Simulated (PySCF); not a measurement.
Stepwise substitution at one centre (Sn F-OCH3). All species are isolated molecules in the gas phase. One relaxed conformer stands for each flexible species; it need not be the lowest. Strings in code marks are SMILES.

Method: PBE-D3(BJ)/def2-TZVP // PBE0-D3(BJ)/def2-SVP (PySCF 2.14.0). All candidates: neutral, multiplicity 1. Excitations are Tamm–Dancoff values on a coarser integration grid. The basis has no diffuse functions, so Rydberg states are missing or too high.

- brightest of the four lowest singlets (TDA): 4.67 eV
- HOMO: -7.52 eV
- HOMO–LUMO gap: 3.33 eV

### Question
Say which member has these values.
(A) `C[O][Sn]([F])([F])[F]`
(B) `C[O][Sn]([F])([O]C)[O]C`
(C) `C[O][Sn]([F])([F])[O]C` (C–O–Sn–F torsion 56°, F–Sn–O–C torsion -58°)

### Answer
A, `C[O][Sn]([F])([F])[F]`. The others give `C[O][Sn]([F])([F])[O]C` (C–O–Sn–F torsion 56°, F–Sn–O–C torsion -58°): 4.74 eV, -7.00 eV, 3.45 eV; `C[O][Sn]([F])([O]C)[O]C`: 4.75 eV, -6.66 eV, 3.60 eV
